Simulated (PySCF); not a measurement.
## NaCd⁻: frontier orbitals

LC-ωPBE at R = 3.831 Å; basis Na def2-SVPD, Cd def2-SVPD with ECP28; scalar-relativistic core potentials; PySCF 2.14. State: ¹Σ⁺ (singlet), closed shell. Only the outer orbitals are listed, counted within each symmetry, core potentials removing the inner ones.

```
orbital  occ.  ε (eV)  on Na (%)   main shells (%)
     1δ     2  -12.97          0          100 Cd d
     1δ     2  -12.97          0          100 Cd d
     3π     2  -12.91          0          100 Cd d
     3π     2  -12.91          0          100 Cd d
     6σ     2  -12.90          0          100 Cd d
     7σ     2   -5.20          5           95 Cd s
     8σ     2   -0.64         88  86 Na s, 11 Cd p
     4π     0    3.39         89  89 Na p, 11 Cd p
     4π     0    3.39         89  89 Na p, 11 Cd p
     9σ     0    3.57         74  72 Na p, 30 Cd p
```

Which are the highest filled and the lowest empty level, where do they sit, and how wide is the gap?

Highest filled 8σ at -0.64 eV (in %: 86 Na s, 11 Cd p); lowest empty 4π at 3.39 eV (in %: 89 Na p, 11 Cd p); the gap at LC-ωPBE is 4.03 eV. An empty level above zero is unbound, and its energy depends on the basis.

The bond order (Mayer) is 0.37 and the ⟨S²⟩ is 0.000. The charge on Na (Mulliken, basis-dependent) is -0.87, the charge on Na (Löwdin, basis-dependent) is -0.87 and the dipole moment (positive dipole points towards Cd; it is taken about the centre of mass and depends on that origin) is 12.61 D.

Closed-shell solutions of metal pairs were not tested for spin polarisation, which can lower them a little.
